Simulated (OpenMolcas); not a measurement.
A calculation on V⁺.

- Program: OpenMolcas
- Method: MS-CASPT2, IPEA 0.25 Eh, imaginary shift 0.1 Eh (closed shells correlated: 3s 3p)
- Basis: ANO-RCC-VQZP [7s6p4d3f2g1h]
- Scalar Hamiltonian: DKH2, point nucleus
- Active space: 4 electrons in 5 orbitals (3d)
- State averaging: 2S+1 = 5 even, 5 roots; 2S+1 = 3 even, 45 roots; 2S+1 = 1 even, 50 roots (44 in the spin-orbit step)
- Spin-orbit coupling: state interaction with AMFI integrals over the reference wave functions, term energies averaged over their components

Which level of the active space comes out lowest?

3d4 5D0, with 100 % of that term; it is also the measured ground level.

How high does 3d4 3P0(1) lie?

10380 cm-1 above the lowest level.

How high does 3d4 3P1(1) lie?

10610 cm-1 above the lowest level.

How high does 3d4 3H5 lie?

11820 cm-1 above the lowest level.

Measured values: NIST Handbook of Basic Atomic Spectroscopic Data.

Term energies are means over components that CASPT2 splits; among the terms shown or strongly mixed into the levels shown the widest spread is 540 cm-1 (3d4 3H). Some high roots are left out of the spin-orbit mixing, which shifts the levels that they would mix with. Computed and measured levels are paired by configuration, term and J; levels that our copy of the source lacks, or whose pairing is in doubt (as where it misses far off the trend of its configuration), stay unpaired and out of the deviations. Only configurations of the active space appear.

A number in round brackets counts repeated terms of one configuration in the order of the reference energies.
